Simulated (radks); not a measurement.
Lu3+, 68 electrons, occupied as [Kr] 4d10 4f14 5p6 5f2 (not the ground configuration). All-electron calculation, Dirac Kohn-Sham, BLYP, spin-unpolarised, spherical densities, point nucleus; open shells fill j = l - 1/2 first. Program: a radial shooting solver on a logarithmic mesh with Libxc functionals.

Unscreened Slater integrals over Kohn-Sham orbitals (eV). Large and small components are both included. Empty in this configuration: 5f7/2.

integral           value
F0(5f5/2,5f5/2)   6.6876
F2(5f5/2,5f5/2)   3.5444
F4(5f5/2,5f5/2)   2.3395
F0(5f5/2,4f7/2)   8.8440
F2(5f5/2,4f7/2)   1.0001
F4(5f5/2,4f7/2)  0.38238
G2(5f5/2,4f7/2)  0.35906
G4(5f5/2,4f7/2)  0.25622
G6(5f5/2,4f7/2)  0.19230
F0(5f5/2,4f5/2)   8.8511
F2(5f5/2,4f5/2)  0.98481
F4(5f5/2,4f5/2)  0.37656
G0(5f5/2,4f5/2)  0.37256
G2(5f5/2,4f5/2)  0.35912
G4(5f5/2,4f5/2)  0.25545
F0(5f5/2,5p3/2)   8.4940
F2(5f5/2,5p3/2)   2.0890
G2(5f5/2,5p3/2)  0.77365
G4(5f5/2,5p3/2)  0.53387
F0(5f5/2,5f7/2)   6.6704
F2(5f5/2,5f7/2)   3.5361
F4(5f5/2,5f7/2)   2.3348
G2(5f5/2,5f7/2)   3.5356
G4(5f5/2,5f7/2)   2.3346
G6(5f5/2,5f7/2)   1.7180
F0(4f7/2,4f7/2)   36.241
F2(4f7/2,4f7/2)   17.159
F4(4f7/2,4f7/2)   10.749
F6(4f7/2,4f7/2)   7.7282
F0(4f7/2,4f5/2)   36.521
F2(4f7/2,4f5/2)   17.299
F4(4f7/2,4f5/2)   10.839
G2(4f7/2,4f5/2)   17.244
G4(4f7/2,4f5/2)   10.806
G6(4f7/2,4f5/2)   7.7703
F0(4f7/2,5p3/2)   22.137
F2(4f7/2,5p3/2)   7.3905
G2(4f7/2,5p3/2)   3.5916
G4(4f7/2,5p3/2)   2.8339
F0(4f7/2,5f7/2)   8.8096
F2(4f7/2,5f7/2)  0.99864
F4(4f7/2,5f7/2)  0.38519
F6(4f7/2,5f7/2)  0.23747
G0(4f7/2,5f7/2)  0.38363
G2(4f7/2,5f7/2)  0.36936
G4(4f7/2,5f7/2)  0.26260
G6(4f7/2,5f7/2)  0.19688
F0(4f5/2,4f5/2)   36.806
F2(4f5/2,4f5/2)   17.445
F4(4f5/2,4f5/2)   10.933
F0(4f5/2,5p3/2)   22.199
F2(4f5/2,5p3/2)   7.3172
G2(4f5/2,5p3/2)   3.4868
G4(4f5/2,5p3/2)   2.7636
F0(4f5/2,5f7/2)   8.8169
F2(4f5/2,5f7/2)  0.98380
F4(4f5/2,5f7/2)  0.37969
G2(4f5/2,5f7/2)  0.36744
G4(4f5/2,5f7/2)  0.26054
G6(4f5/2,5f7/2)  0.19520
F0(5p3/2,5p3/2)   18.335
F2(5p3/2,5p3/2)   9.9448
F0(5p3/2,5f7/2)   8.4517
F2(5p3/2,5f7/2)   2.0551
G2(5p3/2,5f7/2)  0.73798
G4(5p3/2,5f7/2)  0.51135
F0(5f7/2,5f7/2)   6.6533
F2(5f7/2,5f7/2)   3.5281
F4(5f7/2,5f7/2)   2.3305
F6(5f7/2,5f7/2)   1.7153
